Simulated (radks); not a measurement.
Values are calculated unless marked as measured or tabulated.
All-electron atom: Hg21+ in [Kr] 4d10 4f13. Code: a radial shooting solver on a logarithmic mesh with Libxc functionals. Model: Dirac Kohn-Sham, PBE, spin-unpolarised, spherical densities, finite nucleus; open shells fill j = l - 1/2 first; Fermi nuclear charge, rms radius 5.4648 fm.

Normalised radial functions P(r) = r R(r) (large component), r in bohr:

r	4d5/2	5s1/2	5p1/2
0.001802	0.0001	0.1531	0.0236
0.002346	0.0002	0.1799	0.0317
0.003055	0.0004	0.2075	0.0429
0.003977	0.0009	0.2336	0.0585
0.005179	0.0019	0.2540	0.0801
0.006744	0.0039	0.2625	0.1097
0.008781	0.0081	0.2507	0.1493
0.01143	0.0165	0.2085	0.2000
0.01489	0.0327	0.1266	0.2608
0.01939	0.0634	0.0013	0.3251
0.02525	0.1187	-0.1566	0.3779
0.03287	0.2125	-0.3125	0.3919
0.0428	0.3592	-0.4022	0.3299
0.05574	0.5625	-0.3464	0.1588
0.07258	0.7953	-0.0992	-0.1172
0.0945	0.9740	0.2753	-0.4135
0.1231	0.9538	0.5563	-0.5539
0.1602	0.5843	0.4603	-0.3552
0.2086	-0.1546	-0.0845	0.1780
0.2717	-1.0278	-0.6985	0.7051
0.3538	-1.6131	-0.7495	0.7191
0.4606	-1.6148	-0.0056	0.0371
0.5998	-1.1342	0.9820	-0.8939
0.781	-0.5507	1.3879	-1.3498
1.017	-0.1722	1.0101	-1.0618
1.324	-0.0307	0.4068	-0.4726
1.724	-0.0026	0.0833	-0.1100
2.245	-0.0001	0.0075	-0.0116

4d5/2: eigenvalue -844.12 eV, 1 radial node at r = 0.199 bohr, <r> = 0.442 bohr, 90 % of the charge inside 0.655 bohr. 5s1/2 (empty): eigenvalue -567.71 eV, 4 radial nodes at r = 0.0194, 0.0782, 0.202, 0.461 bohr, <r> = 0.794 bohr, 90 % of the charge inside 1.11 bohr. 5p1/2 (empty): eigenvalue -522.54 eV, 3 radial nodes at r = 0.0655, 0.193, 0.466 bohr, <r> = 0.820 bohr, 90 % of the charge inside 1.15 bohr.
